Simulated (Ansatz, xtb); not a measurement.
# A geometry optimisation of F2GeHSi+ with r2SCAN-D4/def2-SVP

The starting geometry of this gas-phase singlet has its atoms placed at random.

```xyz
5

F    -1.4687    0.5689    0.7454
F     0.6785    1.7056   -0.6340
Ge   -1.1870   -0.8723   -0.8109
Si    0.2675   -0.1143    0.8677
H    -0.0764    1.4378    0.5616
```

Q: One run relaxed it with r2SCAN-D4/def2-SVP. What is a likely outcome?

A: It loosens into FGeSi + FH, which stay close as a complex (formulas without charges). Contacts that open: Si4–H5 (1.62 → 2.81 Å). Contacts that close: F2–H5 (1.44 → 0.94 Å).

The energy falls by 3.16 eV over 14 steps:

| step | E − E(last) (eV) |
| --- | --- |
| 1 | 3.160 |
| 2 | 2.031 |
| 4 | 0.575 |
| 5 | 0.333 |
| 7 | 0.035 |
| 8 | 0.014 |
| 10 | 0.003 |
| 11 | 0.001 |
| 13 | 0.000 |
| 14 | 0.000 |

Final geometry (Å):

```yaml
atoms:
  - { symbol: F, position_ang: [-1.5865, 0.0202, 0.8014] }
  - { symbol: F, position_ang: [0.3327, 1.5451, -0.2224] }
  - { symbol: Ge, position_ang: [-1.3037, -0.9245, -0.9620] }
  - { symbol: Si, position_ang: [0.2024, -0.2916, 0.9595] }
  - { symbol: H, position_ang: [0.5691, 2.3764, 0.1533] }
```

From the same start GFN2-xTB ends elsewhere, differing in F1–Si4 (3.15 against 1.82 Å here), F2–Si4 (1.62 against 2.19 Å here), F2–H5 (2.35 against 0.94 Å here), Si4–H5 (1.48 against 2.81 Å here).

From so rough a start the end depends on the optimiser's path, so another program may land elsewhere. No frequencies were run, so the end isn't proven a minimum. Run with Ansatz 0.2.0, 21 s on 1 thread of Intel(R) Xeon(R) 6975P-C (Granite Rapids), on a shared host.
